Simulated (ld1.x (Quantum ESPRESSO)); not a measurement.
Before and after: ultrasoft potential for holmium

Ho (Z = 67), ultrasoft, made with ld1.x (Quantum ESPRESSO) 7.5 (revPBE, scalar-relativistic). Core [Kr] 4d10, reference 4f11 5s2 5p6 5d0 6s1 6p0 (charge +1). Waves: 5s (bound): rcut 1.90, rcutus 2.05 bohr; 6s (bound): rcut 1.90, rcutus 2.05 bohr; 5p (bound): rcut 2.00, rcutus 2.55 bohr; 6p (bound, empty): rcut 2.00, rcutus 2.55 bohr; 5d (bound, empty): rcut 2.90, rcutus 3.65 bohr; 5d channel at 0.1 Ry: rcut 2.90, rcutus 3.65 bohr; 4f (bound): rcut 1.25, rcutus 1.40 bohr; 4f channel at 0.35 Ry: rcut 1.25, rcutus 1.40 bohr. Local part: all-electron potential smoothed inside 3.20 bohr (lloc = -1). Core correction: Bessel-smoothed model core, default radius (core density twice the valence density). Augmentation charge: PSQ, inside the norm-conserving radii.

Change: all radii but the core radius scaled by about 0.92 (s 1.88, p 2.34, d 3.34, f 1.28 bohr, rcut 1.74/1.84/2.66/1.14); local potential all-electron potential smoothed inside 2.94 bohr (lloc = -1).

Cutoffs: the cutoffs (Ry, on a coarse ladder) from which the occupation-weighted sum of valence levels, in a spherical-Bessel basis at the reference potential, stays within 10 and 1 mRy of its value at 400 Ry; they do not see the model core or the augmentation charge, which bear on the density cutoff. Errors are all-electron minus pseudo energies relative to the spin-unpolarised reference configuration.

Q: What does the change do?

A: The potential gets harder (100 Ry and 160 Ry → 120 Ry and 200 Ry); the number of tests that count goes from 6 to 3 (the test run of the changed file stopped, so its transferability is not established); of the 3 tests that both files solve, the error grows in 2 and shrinks in 0 by more than 15 % and 0.3 meV (median size 3.2 → 3.6 meV); neither file shows a bound ghost at the reference potential, the only one tested. A smaller radius makes the pseudo-wave follow the all-electron one further in, where it bends more sharply, so more plane waves are needed.

| quantity | base | changed |
| --- | --- | --- |
| cutoff, loose | 100 Ry | 120 Ry |
| cutoff, tight | 160 Ry | 200 Ry |
| loose cutoff by channel (10 mRy a level) | s 15 Ry, p 10 Ry, f 60 Ry | s 12 Ry, p 12 Ry, f 80 Ry |
| bound ghosts | none | none |
| tests counted (converged, no solver errors) | 6 of 7 | 3 of 7 (the test run stopped) |
| error for 4f11 5s2 5p6 5d0 6s2 6p0, meV [ΔE -6.22 eV] | +3.2 | +2.8 |
| error for 4f11 5s2 5p6 5d0 6s0 6p0, meV [ΔE 11.68 eV] | -3.1 | -3.6 |
| error for 4f10 5s2 5p6 5d0 6s0 6p0, meV [ΔE 37.57 eV] | -134 | +207 |
| lowest overlap eigenvalue by channel | s 0.16, p 0.09, d 0.29, f 1.00 | s 0.23, p 0.12, d 0.62, f 1.00 |

Base: Tests not counted: 4f12 5s2 5p6 5d0 6s0 6p0 (solver errors, printed error -4353 eV). Changed file: ld1.x printed “convergence not achieved” for 1 of the counted tests; its residual had stalled under 1e-8, short of the target of 1e-14.
